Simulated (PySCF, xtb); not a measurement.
C5H5Cl, SMILES C=C=C/C=C/Cl.

Geometry: PBE0-D3(BJ)/def2-SVP. The structure was generated by enumeration; whether it is a known compound was not checked. Other conformers were not sampled.

These are C-PCM-ωB97X/def2-SVP run with PySCF 2.14.0 values and carry that method's errors.

The values are the electrostatic part of the solvation free energy, E(continuum) − E(gas) at the gas-phase geometry, in a cavity of scaled van der Waals radii (PySCF's table); cavitation and dispersion terms are not included. In vacuum the orbital gap is 9.70 eV. The dipole moment in vacuum is 1.60 D.

```csv
solvent,ε,ΔG(elec) (kcal/mol),dipole (D),gap (eV)
water,78.36,-3.0,2.07,9.76
methanol,32.61,-2.9,2.06,9.76
diethylether,4.24,-2.2,1.94,9.75
```

For comparison, GFN2-xTB/ALPB(water) (xtb, at the GFN2-xTB geometry, all terms of that model) gives -2.1 kcal/mol.
